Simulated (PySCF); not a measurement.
Members of one family of related compounds. Level of theory: TDDFT PBE0/def2-SVPD, vertical, gas phase, core orbitals frozen in the response in PySCF. Geometries: PBE0-D3(BJ)/def2-SVP; one conformer of each isolated species. Triplets are in the Tamm–Dancoff approximation. Relativistic effects are left out although some hold elements past zinc.

Question: Rank by computed lowest singlet excitation energy, lowest first.
A. `C=[CH][Ge]([O]CC)([O]CC)[O]CC` (Ge(vinyl)(OEt)3)
B. `C=[CH][Ge]([NH]C)([NH]C)[NH]C` (Ge(vinyl)(NHMe)3)
C. `C=[CH][Ge]([N](C)C)([N](C)C)[N](C)C` (Ge(vinyl)(NMe2)3)
D. `C=[CH][Ge]([NH]CC)([NH]CC)[NH]CC` (Ge(vinyl)(NHEt)3)

Answer: C (4.54 eV), B (4.78 eV), D (4.95 eV), A (5.98 eV).

| SMILES | S1 (eV) | T1 (eV) | f (S1) | HOMO (eV) | gap (eV) | first f ≥ 0.01 (nm) | S1 mainly |
| --- | --- | --- | --- | --- | --- | --- | --- |
| C=[CH][Ge]([N](C)C)([N](C)C)[N](C)C | 4.54 | 4.21 | 0.005 | -5.89 | 5.57 | 256 | H→L (82%) |
| C=[CH][Ge]([NH]C)([NH]C)[NH]C | 4.78 | 4.13 | 0.017 | -6.19 | 5.80 | 259 | H→L (99%) |
| C=[CH][Ge]([NH]CC)([NH]CC)[NH]CC | 4.95 | 4.21 | 0.006 | -6.35 | 6.04 | 238 | H→L (94%) |
| C=[CH][Ge]([O]CC)([O]CC)[O]CC | 5.98 | 4.21 | 0.003 | -7.75 | 7.06 | 203 | H→L (49%) |

H and L stand for HOMO and LUMO.

- `C=[CH][Ge]([N](C)C)([N](C)C)[N](C)C`: Löwdin shares by element: HOMO nitrogen 59%, carbon 5% or more (atoms not listed hold the other 37%); LUMO carbon 72% or more, germanium 6%, hydrogen 6% or more (atoms not listed hold the other 17%).
- `C=[CH][Ge]([NH]C)([NH]C)[NH]C`: Löwdin shares by element: HOMO nitrogen 66% or more, carbon 12% or more (atoms not listed hold the other 22%); LUMO carbon 68% or more, germanium 8%, hydrogen 5% or more (atoms not listed hold the other 19%).
- `C=[CH][Ge]([NH]CC)([NH]CC)[NH]CC`: Löwdin shares by element: HOMO nitrogen 57% or more, carbon 8% or more, germanium 6% (atoms not listed hold the other 28%); LUMO carbon 69% or more, germanium 7%, hydrogen 5% or more (atoms not listed hold the other 19%).
- `C=[CH][Ge]([O]CC)([O]CC)[O]CC`: Löwdin shares by element: HOMO oxygen 60% or more, carbon 12% or more (atoms not listed hold the other 28%); LUMO carbon 70% or more, germanium 8%, hydrogen 5% or more (atoms not listed hold the other 17%).
